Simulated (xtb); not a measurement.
C4H11O2 (SMILES C[OH+]CC(C)O), charge +1, singlet, geometry from GFN2-xTB. Base run: GFN0-xTB run with xtb.

Here is a job for xtb.
```
$ xtb mol.xyz --gfn 0 --chrg 1 --json

# file mol.xyz
17

C      2.36661495    -0.12619185     0.24717262
O      1.07480002    -0.25199685     0.88042613
C      0.10937954     0.77036453     0.54592923
C     -0.75192641     0.19441294    -0.61376919
C     -2.17918002     0.69870354    -0.57404255
O     -0.65341053    -1.22418938    -0.47085191
H      2.28582328    -0.07100439    -0.83805283
H      2.94889462    -1.00127445     0.53127219
H      2.85431223     0.76743456     0.63433318
H      0.53921333    -1.06622632     0.43861294
H     -0.49794260     0.92202136     1.44290896
H      0.60261658     1.70361411     0.28107471
H     -0.29008700     0.43189425    -1.57822099
H     -2.74978232     0.28220415    -1.40027805
H     -2.66131296     0.42441196     0.36279328
H     -2.19491570     1.78067518    -0.66519481
H     -1.47726349    -1.58799572    -0.11758277
```

Variants of this job, named by their change:

```json
[
 {"change": "base", "ΔE vs base (kJ/mol)": "0.00", "HOMO-LUMO gap (eV)": "5.89"},
 {"change": "file = coord", "ΔE vs base (kJ/mol)": "0.00", "HOMO-LUMO gap (eV)": "5.89"},
 {"change": "etemp = 10000", "ΔE vs base (kJ/mol)": "-22.76", "HOMO-LUMO gap (eV)": "5.89"},
 {"change": "acc = 30", "ΔE vs base (kJ/mol)": "0.00", "HOMO-LUMO gap (eV)": "5.89"},
 {"change": "etemp = 3000", "ΔE vs base (kJ/mol)": "0.00", "HOMO-LUMO gap (eV)": "5.89"},
 {"change": "acc = 0.0001", "ΔE vs base (kJ/mol)": "0.00", "HOMO-LUMO gap (eV)": "5.89"}
]
```
